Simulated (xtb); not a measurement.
A run for xtb: GFN2-xTB on H4SiTe (SMILES [SiH3][TeH]), a point of a torsion scan.

```
$ xtb mol.xyz --gfn 2 --opt vtight --chrg 0 --uhf 0 --input xcontrol
6

Si    -0.75175694     0.01089214    -0.00131256
Te     1.58971450     0.87671194    -0.19952794
H     -0.87931225    -0.56491080     1.34247440
H     -1.61442018     1.18630637    -0.19164178
H     -0.96111529    -1.00320297    -1.03943967
H      2.45819319    -0.34724091    -1.09261862
$constrain
  force constant=1.0
  dihedral: 3,1,2,6,100.0
$end
```

It printed:

```
[...]
           -------------------------------------------------
          |                Calculation Setup                |
           -------------------------------------------------



           -------------------------------------------------
          |                 G F N 2 - x T B                 |
           -------------------------------------------------

        Reference                      10.1021/acs.jctc.8b01176
      * Hamiltonian:
        H0-scaling (s, p, d)           1.850000    2.230000    2.230000
        zeta-weighting                 0.500000
      * Dispersion:
        s8                             2.700000
        a1                             0.520000
        a2                             5.000000
        s9                             5.000000
      * Repulsion:
        kExp                           1.500000    1.000000
        rExp                           1.000000
      * Coulomb:
        alpha                          2.000000
        third order                    shell-resolved
        anisotropic                    true
        a3                             3.000000
        a5                             4.000000
        cn-shift                       1.200000
        cn-exp                         4.000000
        max-rad                        5.000000


          ...................................................
          :                      SETUP                      :
          :.................................................:
          :  # basis functions                  24          :
          :  # atomic orbitals                  22          :
          :  # shells                           10          :
          :  # electrons                        14          :
          :  max. iterations                   250          :
          :  Hamiltonian                  GFN2-xTB          :
          :  restarted?                      false          :
          :  GBSA solvation                  false          :
          :  PC potential                    false          :
          :  electronic temp.          300.0000000     K    :
          :  accuracy                    1.0000000          :
          :  -> integral cutoff          0.2500000E+02      :
          :  -> integral neglect         0.1000000E-07      :
          :  -> SCF convergence          0.1000000E-05 Eh   :
          :  -> wf. convergence          0.1000000E-03 e    :
          :  Broyden damping             0.4000000          :
          :  net charge                          0          :
          :  unpaired electrons                  0          :
          ...................................................

 iter      E             dE          RMSdq      gap      omega  full diag
   1     -6.8172267 -0.681723E+01  0.972E+00    3.88       0.0  T
   2     -6.8589634 -0.417368E-01  0.620E+00    2.99       1.0  T
   3     -6.8496216  0.934184E-02  0.519E+00    4.37       1.0  T
   4     -6.8892414 -0.396198E-01  0.219E+00    3.76       1.0  T
   5     -6.8890089  0.232507E-03  0.918E-01    3.79       1.0  T
   6     -6.8893360 -0.327131E-03  0.258E-01    3.87       1.0  T
   7     -6.8893491 -0.130373E-04  0.465E-01    3.79       1.0  T
   8     -6.8895015 -0.152381E-03  0.113E-01    3.83       1.0  T
   9     -6.8895081 -0.668657E-05  0.373E-02    3.84       1.1  T
  10     -6.8895085 -0.335605E-06  0.651E-03    3.85       6.3  T
  11     -6.8895085 -0.345982E-07  0.339E-03    3.85      12.0  T
  12     -6.8895085 -0.875910E-08  0.160E-03    3.85      25.5  T
  13     -6.8895085 -0.265779E-08  0.113E-04    3.85     360.0  T
  14     -6.8895085 -0.125944E-10  0.741E-05    3.85     551.3  T

   *** convergence criteria satisfied after 14 iterations ***

         #    Occupation            Energy/Eh            Energy/eV
      -------------------------------------------------------------
         1        2.0000           -0.8009923             -21.7961
         2        2.0000           -0.6962960             -18.9472
         3        2.0000           -0.4421861             -12.0325
         4        2.0000           -0.4395506             -11.9608
         5        2.0000           -0.4307861             -11.7223
         6        2.0000           -0.3754353             -10.2161
         7        2.0000           -0.3424271              -9.3179 (HOMO)
         8                         -0.2010494              -5.4708 (LUMO)
         9                         -0.1910845              -5.1997
        10                         -0.1796066              -4.8873
        11                         -0.1576073              -4.2887
        12                         -0.0784422              -2.1345
       ...                                ...                  ...
        22                          1.0029319              27.2912
      -------------------------------------------------------------
                  HL-Gap            0.1413777 Eh            3.8471 eV
             Fermi-le
[...]
(HOMO)
         8                         -0.1971870              -5.3657 (LUMO)
         9                         -0.1816956              -4.9442
        10                         -0.1767410              -4.8094
        11                         -0.1455562              -3.9608
        12                         -0.0783443              -2.1319
       ...                                ...                  ...
        22                          1.0593172              28.8255
      -------------------------------------------------------------
                  HL-Gap            0.1486208 Eh            4.0442 eV
             Fermi-level           -0.2714974 Eh           -7.3878 eV

 SCC (total)                   0 d,  0 h,  0 min,  0.002 sec
 SCC setup                      ...        0 min,  0.000 sec (  2.900%)
 Dispersion                     ...        0 min,  0.000 sec (  0.739%)
 classical contributions        ...        0 min,  0.000 sec (  0.291%)
 integral evaluation            ...        0 min,  0.001 sec ( 29.373%)
 iterations                     ...        0 min,  0.000 sec ( 21.975%)
 molecular gradient             ...        0 min,  0.001 sec ( 41.508%)
 printout                       ...        0 min,  0.000 sec (  2.808%)

         :::::::::::::::::::::::::::::::::::::::::::::::::::::
         ::                     SUMMARY                     ::
         :::::::::::::::::::::::::::::::::::::::::::::::::::::
         :: total energy              -6.860895567988 Eh    ::
         :: gradient norm              0.000136132559 Eh/a0 ::
         :: HOMO-LUMO gap              4.044178759321 eV    ::
         ::.................................................::
         :: SCC energy                -6.901372216468 Eh    ::
         :: -> isotropic ES            0.008766731445 Eh    ::
         :: -> anisotropic ES          0.001042984577 Eh    ::
         :: -> anisotropic XC          0.001202820277 Eh    ::
         :: -> dispersion             -0.003576762540 Eh    ::
         :: repulsion energy           0.040475907882 Eh    ::
         :: add. restraining           0.000000740599 Eh    ::
         :: total charge              -0.000000000000 e     ::
         :::::::::::::::::::::::::::::::::::::::::::::::::::::

           -------------------------------------------------
          |                Property Printout                |
           -------------------------------------------------

    * Orbital Energies and Occupations

         #    Occupation            Energy/Eh            Energy/eV
      -------------------------------------------------------------
         1        2.0000           -0.8044553             -21.8903
         2        2.0000           -0.6932865             -18.8653
         3        2.0000           -0.4467548             -12.1568
         4        2.0000           -0.4339321             -11.8079
         5        2.0000           -0.4305270             -11.7152
         6        2.0000           -0.3820795             -10.3969
         7        2.0000           -0.3458078              -9.4099 (HOMO)
         8                         -0.1971870              -5.3657 (LUMO)
         9                         -0.1816956              -4.9442
        10                         -0.1767410              -4.8094
        11                         -0.1455562              -3.9608
        12                         -0.0783443              -2.1319
        13                         -0.0712402              -1.9385
        14                         -0.0428948              -1.1672
        15                          0.0250904               0.6827
        16                          0.0853788               2.3233
        17                          0.0967377               2.6324
        18                          0.4296174              11.6905
       ...                                ...                  ...
        22                          1.0593172              28.8255
      -------------------------------------------------------------
                  HL-Gap            0.1486208 Eh            4.0442 eV
             Fermi-level           -0.2714974 Eh           -7.3878 eV

     #   Z          covCN         q      C6AA      α(0)
     1  14 Si       3.684     0.408    99.558    19.115
     2  52 Te       1.876    -0.043   424.950    38.101
     3   1 H        0.919    -0.112     5.998     3.830
     4   1 H        0.920    -0.127     6.601     4.018
     5   1 H        0.921    -0.113     6.058     3.849
     6   1 H        0.951    -0.013     3.284     2.833

 Mol. C6AA /au·bohr⁶  :       1581.861387
 Mol. C8AA /au·bohr⁸  :     104869.134734
 Mol. α(0) /au        :         71.746304


Wiberg/Mayer (AO) data.
largest (>0.10) Wiberg bond orders for each atom

 ---------------------------------------------------------------------------
Note: The following floating-point exceptions are signalling: IEEE_UNDERFLOW_FLAG IEEE_DENORMAL
normal termination of xtb
     #   Z sym  total        # sym  WBO       # sym  WBO       # sym  WBO
 ---------------------------------------------------------------------------
     1  14 Si   3.747 --     2 Te   1.025     4 H    0.904     5 H    0.899
                             3 H    0.898
     2  52 Te   2.084 --     1 Si   1.025     6 H    0.978
     3   1 H    0.987 --     1 Si   0.898
     4   1 H    0.984 --     1 Si   0.904
     5   1 H    0.987 --     1 Si   0.899
     6   1 H    1.000 --     2 Te   0.978
 ---------------------------------------------------------------------------

Topologies differ in total number of bonds
Writing topology from bond orders to xtbtopo.mol

molecular dipole:
                 x           y           z       tot (Debye)
 q only:        0.070       0.008       0.022
   full:       -0.348      -0.064       0.089       0.929
molecular quadrupole (traceless):
                xx          xy          yy          xz          yz          zz
 q only:       -0.568       0.053       0.239       0.200      -0.022       0.330
  q+dip:       -3.790      -1.559       1.914       0.794       0.564       1.876
   full:       -2.254      -1.543       1.904      -0.086       1.781       0.350

           -------------------------------------------------
          |                Geometry Summary                 |
           -------------------------------------------------

      molecular mass/u    :      159.7203882
   center of mass at/Å    :        1.2060089       0.7430661      -0.1873972
  moments of inertia/u·Å² :        0.8370875E+01   0.1640555E+03   0.1668372E+03
rotational constants/cm⁻¹ :        0.2013844E+01   0.1027557E+00   0.1010424E+00

 * 5 selected distances

     #   Z          #   Z                                           value/Å
     1  14 Si       2  52 Te                                      2.4829001 (max)
     1  14 Si       3   1 H                                       1.4607690
     1  14 Si       4   1 H                                       1.4574441
     1  14 Si       5   1 H                                       1.4546407 (min)
     2  52 Te       6   1 H                                       1.6455808

 * 3 distinct bonds (by element types)

   Z      Z             #   av. dist./Å        max./Å        min./Å
   1 H   14 Si          3     1.4576179     1.4607690     1.4546407
   1 H   52 Te          1     1.6455808     1.6455808     1.6455808
  14 Si  52 Te          1     2.4829001     2.4829001     2.4829001


optimized geometry written to: xtbopt.xyz


           -------------------------------------------------
          | TOTAL ENERGY               -6.860895567988 Eh   |
          | GRADIENT NORM               0.000136132559 Eh/α |
          | HOMO-LUMO GAP               4.044178759321 eV   |
           -------------------------------------------------

------------------------------------------------------------------------
------------------------------------------------------------------------
 total:
 SCF:
 ANC optimizer:
```

The run finished.

Warnings raised: the energy holds the restraint's term.

Cost: around 0.07 core-seconds (rough).
